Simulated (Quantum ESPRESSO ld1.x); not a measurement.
Values are calculated unless marked as measured or tabulated.
Question: Species: the mercury ion Hg55+. Configuration: [Ar] 3d7. Level of theory: Dirac Kohn-Sham, PBE, spin-unpolarised, spherical densities, point nucleus; open shells are shared between the two j in proportion to 2j + 1 (ld1.x of Quantum ESPRESSO 7.5). Some entries of the table are withheld. Estimate them.

orbital,occ.,eigenvalue (hartree),<r> (bohr),<1/r> (bohr^-1)
1s1/2,2,-3180.15,0.01658,97.69
2s1/2,2,-665.583,0.06896,(1)
2p1/2,2,-644.423,0.05668,24.07
2p3/2,4,-572.231,0.06525,19.49
3s1/2,2,-242.980,0.1740,9.197
3p1/2,2,-234.062,0.1640,(2)
3p3/2,4,-216.681,0.1780,(3)
3d3/2,2.8,-202.963,0.1536,7.780
3d5/2,4.2,-199.110,0.1578,7.508

Answer: 
(1) 2s1/2 <1/r> (bohr^-1): 24.15
(2) 3p1/2 <1/r> (bohr^-1): 9.104
(3) 3p3/2 <1/r> (bohr^-1): 7.904
